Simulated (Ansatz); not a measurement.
A run for Ansatz (a program for electronic structure): R-CCSD(T)/cc-pV(D+d)Z on AlF2HO (SMILES [OH][Al]([F])[F]), a point of a torsion scan. Files ending in .json are basis or fitting sets from the Basis Set Exchange.

Ansatz 0.2 input:
```yaml
crystal:
  periodic: [false, false, false]
  atoms:
    - {symbol: O, position_ang: [1.12831460, -0.13522307, 0.16650156]}
    - {symbol: Al, position_ang: [-0.48878259, 0.04219412, 0.07143609]}
    - {symbol: F, position_ang: [-1.29286249, 0.26085423, -1.34248972]}
    - {symbol: F, position_ang: [-1.38407243, -0.04275517, 1.44001438]}
    - {symbol: H, position_ang: [2.02753107, -0.00945735, -0.09668561]}
basis:
  gaussian:
    orbitals: cc-pV_D+d_Z.json
magnetization: {spin_polarized: false}
correlation: {method: ccsd_t, electrons: outside_noble_gas}
scf: {lower_state_search: off}
```

It printed:

```
WARN ansatz: RAYON_NUM_THREADS=1 ignored (pool sized by the plan → 1); use --threads N
Functional definition: HF
these checks for a lower state are left out or cut short: stability, starts, cluster_reference, orbital_swaps, neighbouring_geometries, increment
integrals: 0.04 GiB planned
674 factors; integrals over basis functions are off by at most 1.1e-3 eV
mean field: 0.15 GiB planned
mean field evaluation 1: about -14049.8740 eV, gradient 4.8e1 eV
mean field evaluation 2: about -14049.8992 eV, gradient 4.8e1 eV
mean field evaluation 4: about -14053.6832 eV, gradient 1.6e0 eV
mean field evaluation 8: about -14053.7053 eV, gradient 1.3e-1 eV
mean field -14053.70539817 eV, -516.4641474391 hartree, gradient 7.4e-7 eV, S^2 0.000000; 0 other end points of the search recorded, 0 dependent functions left out
8 core orbitals not correlated
reference -14053.70539817 eV, -516.4641474391 hartree; 12, 12 occupied and 50, 50 virtual orbitals, 674 factors
second order -16.91134226 eV of doubles, -0.00000000 eV of singles
coupled cluster: 0.15 GiB planned
cycle   1  -16.70104369 eV  change    2.1e-1 eV  update   9.2e-2
cycle   2  -17.01604420 eV  change   -3.2e-1 eV  update   2.5e-2
cycle   3  -17.11378292 eV  change   -9.8e-2 eV  update   1.4e-2
cycle   4  -17.10684885 eV  change    6.9e-3 eV  update   2.6e-3
cycle   5  -17.10283443 eV  change    4.0e-3 eV  update   9.6e-4
cycle   6  -17.10302767 eV  change   -1.9e-4 eV  update   2.9e-4
cycle   7  -17.10303520 eV  change   -7.5e-6 eV  update   8.2e-5
cycle   8  -17.10297979 eV  change    5.5e-5 eV  update   2.9e-5
cycle   9  -17.10297801 eV  change    1.8e-6 eV  update   1.0e-5
perturbative correction -0.26148120 eV, -0.0096092570 hartree
Total energy: -14071.06985738 eV, -517.1022795450 hartree
Checks for a lower state left out: stability, starts, cluster_reference, orbital_swaps, neighbouring_geometries, increment
```

Self-consistency was reached.

Cost: about 1.8 core-seconds (a rough figure).
